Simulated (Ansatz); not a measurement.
`[ZnH][O][GeH3]` and `[SiH3][O][GeH3]` differ in one atom or group.

Ansatz, PBE0-D4/def2-TZVP geometries, multiplicity 1. 

Scalar relativity is left out up to krypton.

| property | `[ZnH][O][GeH3]` |
| --- | --- |
| HOMO energy (PBE/def2-TZVPP) / eV | -6.53 |
| LUMO energy (B3LYP/def2-TZVPP) / eV | -0.77 |
| HOMO–LUMO gap (PBE0/def2-TZVPP) / eV | 7.48 |
| HOMO–LUMO gap (ωB97M-V/def2-TZVPP) / eV | 11.28 |
| LUMO energy (PBE/def2-TZVPP) / eV | -1.34 |
| LUMO energy (ωB97M-V/def2-TZVPP) / eV | 0.98 |

(1) Give the same properties after the change, and the shifts. (An estimate is asked.)

## Answers

(1) The calculation gave: 
```tsv
property	`[SiH3][O][GeH3]`	shift
HOMO energy (PBE/def2-TZVPP) / eV	-7.02	-0.49
LUMO energy (B3LYP/def2-TZVPP) / eV	-0.48	0.29
HOMO–LUMO gap (PBE0/def2-TZVPP) / eV	8.21	0.73
HOMO–LUMO gap (ωB97M-V/def2-TZVPP) / eV	12.27	0.99
LUMO energy (PBE/def2-TZVPP) / eV	-1.13	0.21
LUMO energy (ωB97M-V/def2-TZVPP) / eV	1.50	0.52
```

With PBE0 the HOMO falls by 0.50 eV and the LUMO rises by 0.23 eV, so the gap widens by about 0.73 eV. PBE moves the HOMO by -0.49 eV and ωB97M-V by -0.47 eV.

B3LYP here is the variant with VWN-RPA as its local correlation; programs differ in this.
